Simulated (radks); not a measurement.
Results of a calculation; reference values are marked as such.
Dynamic dipole polarisability and lines of the scandium ion Sc10+, [Ne] 3s1. Level of theory: scalar-relativistic Kohn-Sham, exchange-only LDA, spin-polarised, spherical densities, finite nucleus; open shells are filled with parallel spins first; Fermi nuclear charge, rms radius of each element as measured or else 0.836 A^(1/3) + 0.57 fm (a radial shooting solver on a logarithmic mesh with Libxc functionals). Time-dependent linear response with the Hartree and adiabatic exchange-only LDA kernel, continuum included through the Sternheimer equations, no spin-orbit coupling, so fine structure and intercombination lines are absent. Lines are the poles of the dipole polarisability below minus the highest occupied eigenvalue, found on a grid refined at the orbital gaps; the lowest seven at most are given, and weak or close lines can be missed. The first line takes the name of the lowest orbital gap if no other gap lies below it; otherwise a line is named after a gap within 0.6 % of it, if that gap stands alone.

photon energy (eV)  alpha (bohr^3)
0                           0.5641
3.924                       0.5776
19.622                       1.407
35.319                     -0.5165
51.017                     -0.1405
66.714                    -0.05612

Lines (eV, oscillator strength): 25.094 (49.41 nm, 3s-3p), f = 0.455; 129.45 (9.578 nm, unassigned), f = 0.179; 173.28 (7.155 nm, 3s-5p), f = 0.0554; 194.99 (6.359 nm, 3s-6p), f = 0.0254; 207.44 (5.977 nm, 3s-7p), f = 0.0140; 215.27 (5.760 nm, 3s-8p), f = 0.00863. Higher lines, where found, are left out when the end of the mesh affects them. Those listed give 97 % of the static polarisability (sum of f/w^2). Orbital energy gaps for comparison: 3s-3p 23.462 eV; 3s-4p 130.32 eV; 3s-5p 173.59 eV; 3s-6p 195.15 eV; 3s-7p 207.54 eV. At laser wavelengths: 1550 nm 0.5647, 1064 nm 0.5653, 780 nm 0.5663, 532 nm 0.5688, 355 nm 0.5747, 266 nm 0.5833, 193 nm 0.6017 bohr^3.
